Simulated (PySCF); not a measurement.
Planning a shielding job on `[SiH3]O[SiH2]N([SiH3])[SiH2]C1CCC1`.

Method: GIAO PBE0/pcSseg-1 NMR shielding, non-relativistic, gas phase (PySCF 2.14.0, density-fitted response routines). Geometry: PBE0-D3(BJ)/def2-SVP. Work: shieldings, ring-centre shieldings, charges and field gradients, density fitting. The input is one job of a driver script: a line of settings, then coordinates in Å.

Command:
```bash
OMP_NUM_THREADS=1 python probes_run.py task.json out
```

Input:
```
{"job": {"kind": "nmr", "xc": "PBE0", "basis": "pcSseg-1"}, "charge": 0, "multiplicity": 1}
Si     2.875511    -0.092516     1.556943
O      1.949547     0.895461     0.592245
Si     1.357462     0.929178    -0.958810
N      0.860146    -0.658550    -1.472594
Si     1.774386    -1.486725    -2.722813
Si    -0.466927    -1.512639    -0.681391
C     -1.485591    -0.324072     0.350795
C     -2.759918    -0.980797     0.948482
C     -3.594417    -0.308300    -0.157824
C     -2.406400     0.622151    -0.466001
H      2.106306    -1.320227     1.921445
H      4.127462    -0.496336     0.847232
H      3.222889     0.661734     2.793333
H      2.426950     1.367663    -1.904607
H      0.232270     1.898510    -0.949225
H      3.242523    -1.367456    -2.469983
H      1.385457    -2.929294    -2.691685
H      1.488911    -0.942624    -4.085825
H      0.065373    -2.612763     0.184174
H     -1.334914    -2.142222    -1.727887
H     -0.825728     0.171041     1.083336
H     -2.794790    -2.081463     1.007115
H     -2.989040    -0.585970     1.949932
H     -3.805503    -0.996432    -0.990144
H     -4.540637     0.165456     0.142499
H     -2.160986     0.790669    -1.526812
H     -2.505388     1.607012     0.015522
```

Hardware: x86-64 server, one thread (shared host).

Q: How large is the basis?

A: 283 functions for 112 electrons, with 1559 fitting functions; the fitted three-index integrals, 1559 × 283 × 284/2 numbers of 8 bytes, come to 480 MiB.

Question: Which is nearest to the wall time?
A. 11 s
B. 1.4 s
C. 86 s

Answer: C. The run took 86 s. The SCF took 14 cycles.

Q: At this speed, how long would 100 such jobs take on 8 cores, one job a core?

A: 100/8 gives 13 rounds of 86 s, about 19 min of wall time and 2.4 core-hours, if the jobs don't slow each other.

The SCF part of the output:
```
coarse grid: 23528 points
cycle   1  E = -1449.5901640789  dE =  7.199e-01  |g| = 8.816e-01  |ddm| = 4.695e+00
cycle   2  E = -1449.3415985194  dE =  2.486e-01  |g| = 1.417e+00  |ddm| = 1.866e+00
cycle   3  E = -1449.7365161773  dE = -3.949e-01  |g| = 1.259e-01  |ddm| = 1.353e+00
cycle   4  E = -1449.7389733049  dE = -2.457e-03  |g| = 6.516e-02  |ddm| = 1.583e-01
cycle   5  E = -1449.7398372847  dE = -8.640e-04  |g| = 1.611e-02  |ddm| = 6.045e-02
cycle   6  E = -1449.7398887718  dE = -5.149e-05  |g| = 5.625e-03  |ddm| = 2.114e-02
cycle   7  E = -1449.7398957717  dE = -7.000e-06  |g| = 1.003e-03  |ddm| = 5.579e-03
final grid: 206064 points
cycle   8  E = -1449.8067669676  dE = -2.992e-05  |g| = 1.139e-02  |ddm| = 3.327e-02
cycle   9  E = -1449.8067324771  dE =  3.449e-05  |g| = 1.719e-02  |ddm| = 2.268e-02
cycle  10  E = -1449.8067952891  dE = -6.281e-05  |g| = 1.421e-03  |ddm| = 1.379e-02
cycle  11  E = -1449.8067956799  dE = -3.909e-07  |g| = 3.859e-04  |ddm| = 1.383e-03
cycle  12  E = -1449.8067957105  dE = -3.059e-08  |g| = 5.743e-05  |ddm| = 3.697e-04
cycle  13  E = -1449.8067957110  dE = -4.839e-10  |g| = 3.640e-05  |ddm| = 8.731e-05
cycle  14  E = -1449.8067957113  dE = -2.929e-10  |g| = 6.399e-06  |ddm| = 3.326e-05
converged SCF energy = -1449.8067957113
```

On the final grid dE counts from the start density on that grid.

Times come from a shared host and carry two figures at best.
